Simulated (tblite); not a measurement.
Record of a relaxation.

Species: C5H10BFS.
Atom-mapped SMILES: `[CH3:1][CH2:2][BH:3][C@@H:4]1[CH2:5][S:6][C@H:7]1[F:8]` (hydrogens: H9, H10, H11 on C1; H12, H13 on C2; H14 on B3; H15 on C4; H16, H17 on C5; H18 on C7)

Computed with GFN2-xTB (tblite), gas phase: L-BFGS steps from a force-field or distance-geometry start until the largest atomic force falls under 0.01 eV/Å. 7 of its 138 geometries are shown.

Step 0: E = -678.7869 eV, largest atomic force 2.859 eV/Å
```
atom  x, y, z in Å  |  force x, y, z in eV/Å
C1      2.716   -0.174    0.206    0.206   0.741   0.060
C2      1.503    0.461   -0.501   -0.749   0.323   0.307
B3      0.262   -0.532   -0.495    1.138  -0.328   1.120
C4     -0.972   -0.073    0.395    1.516  -1.024  -2.197
C5     -2.183   -0.970    0.366   -0.833  -0.551   1.915
S6     -3.151    0.505    0.842   -1.642   0.284  -0.429
C7     -1.820    0.968   -0.315    0.713   1.252   1.593
F8     -1.284    2.221   -0.144   -0.618  -0.091  -0.898
H9      2.428   -0.471    1.234    0.244  -0.126  -0.757
H10     3.131   -1.010   -0.383   -0.171   0.436   0.551
H11     3.448    0.657    0.309   -0.074  -0.842  -0.083
H12     1.240    1.372    0.090    0.221  -0.408  -0.604
H13     1.762    0.790   -1.514    0.186  -0.061   0.215
H14     0.444   -1.682   -0.704   -0.277   0.309  -0.392
H15    -0.647    0.273    1.399   -0.550  -0.237  -0.600
H16    -2.526   -1.285   -0.631    0.378  -0.242   0.559
H17    -2.238   -1.712    1.163   -0.061  -0.325  -0.472
H18    -2.122    0.668   -1.329    0.372   0.891   0.112
```

Step 23: E = -679.7615 eV, largest atomic force 0.158 eV/Å
```
atom  x, y, z in Å  |  force x, y, z in eV/Å
C1      2.768   -0.131    0.201    0.076  -0.011   0.039
C2      1.517    0.436   -0.485   -0.058   0.077  -0.024
B3      0.299   -0.569   -0.450    0.067  -0.021  -0.006
C4     -1.028   -0.130    0.292    0.094  -0.001  -0.078
C5     -2.264   -1.023    0.465   -0.086  -0.041   0.051
S6     -3.405    0.420    0.420    0.028  -0.076   0.006
C7     -1.826    1.052   -0.272    0.026   0.150   0.033
F8     -1.414    2.268    0.176   -0.065   0.011   0.024
H9      2.547   -0.439    1.218   -0.037  -0.004   0.080
H10     3.164   -0.988   -0.331   -0.033  -0.101  -0.076
H11     3.540    0.632    0.239    0.074   0.025   0.008
H12     1.303    1.399   -0.022   -0.149   0.028   0.044
H13     1.802    0.660   -1.515   -0.051  -0.045  -0.112
H14     0.422   -1.643   -0.902   -0.066   0.000   0.017
H15    -0.726    0.200    1.293    0.001   0.012   0.079
H16    -2.489   -1.679   -0.373    0.108   0.012  -0.062
H17    -2.315   -1.588    1.394   -0.025   0.048  -0.004
H18    -1.904    1.128   -1.360    0.094  -0.062  -0.021
```

Step 46: E = -679.8112 eV, largest atomic force 0.053 eV/Å
```
atom  x, y, z in Å  |  force x, y, z in eV/Å
C1      2.738   -0.133    0.156    0.015   0.001  -0.007
C2      1.486    0.446   -0.524   -0.038   0.001   0.002
B3      0.277   -0.555   -0.404   -0.016  -0.010  -0.017
C4     -1.013   -0.115    0.395    0.036   0.022  -0.031
C5     -2.237   -1.043    0.464    0.052   0.010   0.007
S6     -3.403    0.291    0.004   -0.030   0.023  -0.025
C7     -1.765    1.077   -0.228   -0.028  -0.012   0.014
F8     -1.601    2.253    0.439    0.019  -0.011   0.010
H9      2.545   -0.342    1.205   -0.008   0.019   0.013
H10     3.039   -1.060   -0.324    0.016  -0.026  -0.010
H11     3.559    0.575    0.093    0.043   0.003   0.000
H12     1.276    1.423   -0.086    0.003   0.015  -0.009
H13     1.739    0.613   -1.575   -0.009   0.018   0.012
H14     0.335   -1.614   -0.899    0.008  -0.023   0.029
H15    -0.729    0.198    1.406   -0.030  -0.024   0.009
H16    -2.237   -1.827   -0.290   -0.025  -0.004   0.002
H17    -2.457   -1.467    1.441   -0.001   0.006  -0.010
H18    -1.560    1.285   -1.283   -0.006  -0.007   0.013
```

Step 68: E = -679.8194 eV, largest atomic force 0.055 eV/Å
```
atom  x, y, z in Å  |  force x, y, z in eV/Å
C1      2.754   -0.114    0.116    0.017   0.007  -0.005
C2      1.468    0.439   -0.523    0.029  -0.007   0.010
B3      0.290   -0.587   -0.349   -0.004   0.003   0.029
C4     -1.029   -0.125    0.384   -0.009  -0.032   0.037
C5     -2.264   -1.042    0.414   -0.011   0.021  -0.033
S6     -3.396    0.301   -0.115   -0.014  -0.033   0.022
C7     -1.753    1.099   -0.203    0.042  -0.014   0.007
F8     -1.631    2.225    0.556   -0.005   0.015  -0.002
H9      2.621   -0.229    1.190    0.010  -0.001  -0.011
H10     2.999   -1.087   -0.302    0.016   0.012   0.001
H11     3.592    0.557   -0.054    0.000   0.028  -0.003
H12     1.252    1.418   -0.090    0.022   0.006  -0.015
H13     1.677    0.607   -1.584   -0.013  -0.023   0.000
H14     0.424   -1.698   -0.697   -0.043   0.008   0.000
H15    -0.750    0.146    1.410   -0.018  -0.016   0.016
H16    -2.243   -1.838   -0.328   -0.022   0.001   0.016
H17    -2.530   -1.446    1.389    0.004   0.019  -0.051
H18    -1.489    1.382   -1.226    0.001   0.006  -0.016
```

Step 91: E = -679.8534 eV, largest atomic force 0.055 eV/Å
```
atom  x, y, z in Å  |  force x, y, z in eV/Å
C1      2.854   -0.009   -0.052    0.004  -0.012  -0.020
C2      1.417    0.332   -0.460   -0.015  -0.008   0.008
B3      0.317   -0.682    0.022   -0.018   0.009   0.009
C4     -1.103   -0.175    0.488   -0.020   0.007  -0.003
C5     -2.354   -1.018    0.173   -0.008  -0.005  -0.019
S6     -3.307    0.433   -0.414   -0.015  -0.007   0.008
C7     -1.657    1.143   -0.072    0.003   0.004  -0.009
F8     -1.671    2.167    0.830    0.036  -0.008  -0.008
H9      2.990    0.139    1.016   -0.015  -0.001   0.017
H10     3.090   -1.045   -0.281   -0.012  -0.020  -0.028
H11     3.562    0.627   -0.576    0.042   0.033   0.011
H12     1.206    1.363   -0.170    0.007   0.010   0.018
H13     1.377    0.321   -1.557   -0.019  -0.018  -0.009
H14     0.534   -1.832    0.054    0.001   0.005   0.007
H15    -1.020   -0.051    1.577   -0.020   0.007   0.000
H16    -2.229   -1.736   -0.634    0.046  -0.004   0.005
H17    -2.829   -1.499    1.024    0.002  -0.015   0.019
H18    -1.185    1.529   -0.979    0.002   0.022  -0.006
```

Step 114: E = -679.8614 eV, largest atomic force 0.015 eV/Å
```
atom  x, y, z in Å  |  force x, y, z in eV/Å
C1      2.859   -0.013   -0.064    0.003  -0.005  -0.009
C2      1.412    0.329   -0.433   -0.002   0.006   0.004
B3      0.324   -0.679    0.084    0.005   0.001   0.006
C4     -1.111   -0.169    0.494    0.000  -0.003  -0.001
C5     -2.350   -1.015    0.150    0.001  -0.002  -0.008
S6     -3.351    0.460   -0.277   -0.006   0.003  -0.011
C7     -1.658    1.138   -0.091   -0.006   0.005   0.004
F8     -1.559    2.207    0.748   -0.005   0.012  -0.005
H9      2.993    0.041    1.013    0.006  -0.005  -0.001
H10     3.112   -1.018   -0.389    0.003  -0.011  -0.004
H11     3.553    0.685   -0.528    0.001   0.003  -0.001
H12     1.207    1.360   -0.135   -0.001   0.001   0.007
H13     1.336    0.321   -1.529   -0.003   0.004   0.008
H14     0.554   -1.823    0.183    0.005  -0.001  -0.004
H15    -1.081   -0.030    1.583    0.002   0.007   0.008
H16    -2.222   -1.645   -0.728    0.000  -0.012  -0.009
H17    -2.779   -1.595    0.962   -0.001   0.000   0.012
H18    -1.247    1.453   -1.055   -0.003  -0.002   0.003
```

Step 137: E = -679.8678 eV, largest atomic force 0.009 eV/Å
```
atom  x, y, z in Å  |  force x, y, z in eV/Å
C1      2.875   -0.071   -0.159    0.001  -0.003   0.000
C2      1.418    0.367   -0.326    0.002   0.004   0.003
B3      0.331   -0.628    0.213    0.004   0.002   0.000
C4     -1.134   -0.130    0.525   -0.002  -0.004   0.001
C5     -2.318   -1.035    0.133   -0.001  -0.004   0.006
S6     -3.318    0.376   -0.475    0.001   0.002  -0.001
C7     -1.683    1.135   -0.146    0.000  -0.002  -0.001
F8     -1.719    2.226    0.671    0.006   0.003   0.003
H9      3.125   -0.157    0.896    0.004  -0.002   0.001
H10     3.041   -1.038   -0.627   -0.001   0.004   0.003
H11     3.553    0.650   -0.611    0.001   0.002  -0.003
H12     1.297    1.369    0.096   -0.005   0.002   0.004
H13     1.222    0.489   -1.399   -0.002   0.003  -0.006
H14     0.572   -1.759    0.394   -0.001  -0.005  -0.002
H15    -1.176    0.049    1.608   -0.005  -0.002  -0.003
H16    -2.099   -1.720   -0.683    0.000   0.000   0.001
H17    -2.801   -1.570    0.947   -0.005  -0.001   0.003
H18    -1.195    1.454   -1.071    0.005  -0.001  -0.008
```

Q: Summarise the path.

A: The energy falls by 24.93 kcal/mol from step 0 to step 137; nine tenths of that is first reached at step 23. It falls at every step. The largest force goes from 2.859 to 0.009 eV/Å. Among the bonds C4–C5 changes most, from 1.507 to 1.541 Å; the atoms move by 0.726 Å rms after alignment.

The cost below is that of the whole relaxation. On one thread of an Arm Neoverse N1, shared host, this took 1.5 s of wall time.
